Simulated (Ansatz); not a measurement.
Basis sets compared for Ca₅O₅⁻. Charge -1, multiplicity 2. Geometry PBE-D4/def2-SVP. Ansatz on 4 threads of Arm Neoverse V2 on a shared host; times are rough, and most runs start from earlier orbitals.

```xyz
10

Ca    1.1313   -1.9508   -1.6208
Ca   -1.1240    0.3865    0.3338
Ca    0.6300    3.0063    2.3587
Ca   -2.4627   -2.3949   -1.7897
Ca    2.6546    0.6700    0.4672
O     2.4654    2.2646    1.7449
O    -1.0165    2.0761    1.6585
O    -0.5317   -2.9292   -2.3195
O    -2.6697   -0.8227   -0.5438
O     0.9233   -0.3059   -0.2893
```

At PBE-D4/def2-SVPD, PBE-D4/def2-TZVPD the highest occupied level of the charge -1 doublet lies above zero (up to 0.36 eV). By energy differences its removal costs 1.25 eV (vertical, to the charge 0 singlet, at PBE-D4/def2-TZVPD); a positive level beside a positive removal energy at the same level points to self-interaction error. The structure comes from a short search, and lower isomers may exist.

```json
{"level": "PBE-D4/def2-SVPD", "functions": "250", "energy (Eh)": "-3762.4248", "HOMO (eV)": "0.31", "LUMO (eV)": "0.87", "wall time": "17 s"}
{"level": "PBE0-D4/def2-SVPD", "functions": "250", "energy (Eh)": "-3762.5937", "HOMO (eV)": "-0.13", "LUMO (eV)": "1.42", "wall time": "26 s"}
```

Problem. Estimate the rows for PBE-D4/def2-TZVPD, PBE0-D4/def2-TZVPD (with forces).

Solution. 
```tsv
level	functions	energy (Eh)	HOMO (eV)	LUMO (eV)	wall time
PBE-D4/def2-TZVPD	380	-3763.2606	0.36	0.91	21 s
PBE0-D4/def2-TZVPD (with forces)	380	-3763.4233	-0.09	1.47	59 s
```
